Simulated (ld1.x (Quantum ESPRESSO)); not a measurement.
**Logarithmic derivatives: germanium, TM**

```
Element                 : germanium
Generator               : ld1.x (Quantum ESPRESSO) 7.5
Type                    : norm-conserving Troullier–Martins (Kleinman–Bylander form)
Functional              : LDA (PZ)
Relativity              : scalar-relativistic
Frozen core             : [Ne] 3s2
Valence charge          : 20
Reference configuration : 3p6 3d10 4s2 4p2
Partial waves           : 3p (bound): rc 0.80 bohr; 3d (bound): rc 0.65 bohr; 4s (bound): rc 1.50 bohr
Local potential         : the s channel
Core correction         : none
```

Occupied shells without a wave of their own: 4p. They enter only through the test configuration that unscreens the potential.

The phase is arctan(r·u′/u) with u = r·R(r), unwrapped; energies in Ry, scanned from -10 to 5 Ry. A pole is an energy at which the radial function vanishes at the test radius. The pseudo phase is shifted by a multiple of π to meet the all-electron one at the reference energy, and phase errors are pseudo minus all-electron; the curves can meet again beyond the range given. Levels narrower than the energy grid can be missing from the lists of poles.

Task: For each channel, where are the poles, and over which energies does the pseudopotential scatter like the atom?

Result:

```tsv
channel	radius (bohr)	reference energy (Ry)	poles, all-electron	poles, pseudo	unbroken range about the reference energy with phases within 0.05 rad	phase error 1 Ry above the reference energy (rad)
s	1.65	-0.88	none	4.55	the whole range	-0.009
p	1.65	-8.48	-8.38	-8.38	below -3.0	+0.008
d	1.65	-2.17	-1.85	-1.83	-2.4 to -0.1	+0.024
```

The potential misses its own reference levels by up to 1.5 eV, so it is not fit for use.

Phases in the p channel:

```json
{"E (Ry)": "-10.00", "all-electron": "1.340", "pseudo": "1.345"}
{"E (Ry)": "-9.76", "all-electron": "1.331", "pseudo": "1.337"}
{"E (Ry)": "-9.52", "all-electron": "1.319", "pseudo": "1.325"}
{"E (Ry)": "-9.28", "all-electron": "1.300", "pseudo": "1.307"}
{"E (Ry)": "-9.04", "all-electron": "1.266", "pseudo": "1.274"}
{"E (Ry)": "-8.80", "all-electron": "1.167", "pseudo": "1.178"}
{"E (Ry)": "-8.56", "all-electron": "-0.494", "pseudo": "-0.477"}
{"E (Ry)": "-8.32", "all-electron": "-1.622", "pseudo": "-1.619"}
{"E (Ry)": "-8.08", "all-electron": "-1.708", "pseudo": "-1.703"}
{"E (Ry)": "-7.84", "all-electron": "-1.741", "pseudo": "-1.734"}
{"E (Ry)": "-7.60", "all-electron": "-1.759", "pseudo": "-1.752"}
{"E (Ry)": "-7.36", "all-electron": "-1.772", "pseudo": "-1.764"}
{"E (Ry)": "-7.12", "all-electron": "-1.783", "pseudo": "-1.774"}
{"E (Ry)": "-6.88", "all-electron": "-1.792", "pseudo": "-1.782"}
{"E (Ry)": "-6.64", "all-electron": "-1.800", "pseudo": "-1.789"}
{"E (Ry)": "-6.40", "all-electron": "-1.808", "pseudo": "-1.796"}
{"E (Ry)": "-6.16", "all-electron": "-1.815", "pseudo": "-1.802"}
{"E (Ry)": "-5.92", "all-electron": "-1.823", "pseudo": "-1.808"}
{"E (Ry)": "-5.68", "all-electron": "-1.830", "pseudo": "-1.815"}
{"E (Ry)": "-5.44", "all-electron": "-1.838", "pseudo": "-1.821"}
{"E (Ry)": "-5.20", "all-electron": "-1.846", "pseudo": "-1.828"}
{"E (Ry)": "-4.96", "all-electron": "-1.855", "pseudo": "-1.834"}
{"E (Ry)": "-4.72", "all-electron": "-1.864", "pseudo": "-1.841"}
{"E (Ry)": "-4.48", "all-electron": "-1.874", "pseudo": "-1.848"}
{"E (Ry)": "-4.24", "all-electron": "-1.884", "pseudo": "-1.856"}
{"E (Ry)": "-4.00", "all-electron": "-1.895", "pseudo": "-1.864"}
{"E (Ry)": "-3.76", "all-electron": "-1.907", "pseudo": "-1.872"}
{"E (Ry)": "-3.52", "all-electron": "-1.920", "pseudo": "-1.881"}
{"E (Ry)": "-3.28", "all-electron": "-1.934", "pseudo": "-1.891"}
{"E (Ry)": "-3.04", "all-electron": "-1.950", "pseudo": "-1.901"}
{"E (Ry)": "-2.80", "all-electron": "-1.968", "pseudo": "-1.911"}
{"E (Ry)": "-2.56", "all-electron": "-1.987", "pseudo": "-1.923"}
{"E (Ry)": "-2.32", "all-electron": "-2.009", "pseudo": "-1.936"}
{"E (Ry)": "-2.08", "all-electron": "-2.034", "pseudo": "-1.950"}
{"E (Ry)": "-1.84", "all-electron": "-2.062", "pseudo": "-1.964"}
{"E (Ry)": "-1.60", "all-electron": "-2.095", "pseudo": "-1.981"}
{"E (Ry)": "-1.36", "all-electron": "-2.134", "pseudo": "-1.999"}
{"E (Ry)": "-1.12", "all-electron": "-2.179", "pseudo": "-2.019"}
{"E (Ry)": "-0.88", "all-electron": "-2.232", "pseudo": "-2.041"}
{"E (Ry)": "-0.64", "all-electron": "-2.297", "pseudo": "-2.066"}
{"E (Ry)": "-0.40", "all-electron": "-2.377", "pseudo": "-2.093"}
{"E (Ry)": "-0.16", "all-electron": "-2.474", "pseudo": "-2.125"}
{"E (Ry)": "0.08", "all-electron": "-2.595", "pseudo": "-2.160"}
{"E (Ry)": "0.32", "all-electron": "-2.744", "pseudo": "-2.201"}
{"E (Ry)": "0.56", "all-electron": "-2.922", "pseudo": "-2.248"}
{"E (Ry)": "0.80", "all-electron": "-3.126", "pseudo": "-2.303"}
{"E (Ry)": "1.04", "all-electron": "-3.342", "pseudo": "-2.368"}
{"E (Ry)": "1.28", "all-electron": "-3.551", "pseudo": "-2.443"}
{"E (Ry)": "1.52", "all-electron": "-3.739", "pseudo": "-2.532"}
{"E (Ry)": "1.76", "all-electron": "-3.897", "pseudo": "-2.636"}
{"E (Ry)": "2.00", "all-electron": "-4.026", "pseudo": "-2.758"}
{"E (Ry)": "2.24", "all-electron": "-4.131", "pseudo": "-2.897"}
{"E (Ry)": "2.48", "all-electron": "-4.216", "pseudo": "-3.052"}
{"E (Ry)": "2.72", "all-electron": "-4.285", "pseudo": "-3.215"}
{"E (Ry)": "2.96", "all-electron": "-4.342", "pseudo": "-3.380"}
{"E (Ry)": "3.20", "all-electron": "-4.390", "pseudo": "-3.538"}
{"E (Ry)": "3.44", "all-electron": "-4.431", "pseudo": "-3.683"}
{"E (Ry)": "3.68", "all-electron": "-4.466", "pseudo": "-3.810"}
{"E (Ry)": "3.92", "all-electron": "-4.496", "pseudo": "-3.920"}
{"E (Ry)": "4.16", "all-electron": "-4.523", "pseudo": "-4.013"}
{"E (Ry)": "4.40", "all-electron": "-4.546", "pseudo": "-4.093"}
{"E (Ry)": "4.64", "all-electron": "-4.567", "pseudo": "-4.160"}
{"E (Ry)": "4.88", "all-electron": "-4.586", "pseudo": "-4.218"}
```
